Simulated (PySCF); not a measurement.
Correlation energy of Ar⁺ (argon, charge +1)

[Ne] 3s2 3p5, 2P determinant. All numbers are calculated (PySCF 2.14, scalar relativity by spin-free X2C-1e, in aug-cc-pCVTZ-DK). Frozen: 1s2; 15 electrons correlated.

```tsv
level	correlation energy (mhartree)
CCSD	-500.65
(T)	-7.73
CCSD(T)	-508.38
```

Diagnostics: T1 = 0.0050, D1 = 0.0235, largest double amplitude 0.041.

Q: Is a single reference adequate?

A: Yes: T1 lies below 0.03 and no double amplitude reaches 0.07.
